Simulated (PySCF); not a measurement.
An excited-state table with gaps

SiEt2Me2, C6H16Si.
SMILES: `CC[Si](C)(C)CC`

Level of theory: TDDFT PBE0/def2-SVPD, vertical, gas phase, core orbitals frozen in the response in PySCF 2.14.0, density-fitted response routines. Geometry: PBE0-D3(BJ)/def2-SVP, one conformer, isolated molecule.

Orbital energies (eV): HOMO-3 -9.44, HOMO-2 -8.31, HOMO-1 -7.96, HOMO -7.69, LUMO 0.53, LUMO+1 1.04, LUMO+2 1.27.

Lowest singlets, with some entries withheld (?).

| state | E (eV) | f | main configurations (H = HOMO, L = LUMO) |
| --- | --- | --- | --- |
| S1 | 7.17 | 0.0071 | H→L (96%) |
| S2 | 7.42 | 0.020 | H-1→L (89%) |
| S3 | 7.73 | 0.015 | H→L+1 (87%) |
| S4 | 7.77 | 0.056 | H-2→L (88%) |
| S5 | 7.93 | 0.033 | H→L+2 (94%) |
| S6 | ? | 0.0076 | H-1→L+1 (91%) |
| S7 | ? | 0.0063 | H→L+3 (92%) |
| S8 | ? | 0.0084 | H-1→L+2 (90%) |
| S9 | ? | 0.0062 | H-1→L+3 (90%) |
| S10 | ? | 0.025 | H-2→L+1 (90%) |

Q: What stands in place of each question mark?

A: 
- S6: E = 8.01 eV
- S7: E = 8.03 eV
- S8: E = 8.21 eV
- S9: E = 8.32 eV
- S10: E = 8.39 eV

Q: How far apart are S1 and S7, in eV and cm⁻¹?

A: 8.030 − 7.173 = 0.857 eV, or about 6910 cm⁻¹.

Q: Where do the lowest triplets lie (Tamm–Dancoff)?

A: T1 7.05 eV, H→L (91%); T2 7.26 eV, H-1→L (77%), H→L+1 (11%); T3 7.59 eV, H-2→L (49%), H→L+1 (35%); T4 7.60 eV, H→L+1 (40%), H-2→L (34%), H-1→L (8%). E(S1) − E(T1) = +0.12 eV.

Q: What is the mean static polarisability from the same response equations?

A: 100.5 au (14.90 Å³), with principal values 94.8, 98.8 and 108.0 au.

Without π bonds the low states may be Rydberg-like; a valence basis with one diffuse set may place them up to an eV too high.
